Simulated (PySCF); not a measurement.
Correlation energy of S³⁺ (sulfur, charge +3)

[Ne] 3s2 3p1, 2P determinant. Computed with PySCF 2.14 in aug-cc-pV(T+d)Z (6s5p4d2f, 55 functions), with no relativity, point nucleus. Frozen: [Ne]; 3 electrons correlated.

MP2 pair energies summed by pair of shells (mhartree):

```csv
pair,energy,share (%)
3s-3s,-27.40,54.5
3s-3p,-22.87,45.5
```

Total MP2 correlation energy: -50.27 mhartree.

Same-spin part -3.13 and opposite-spin part -47.14 mhartree; SCS-MP2 scales them by 1/3 and 6/5 to -57.61 mhartree.
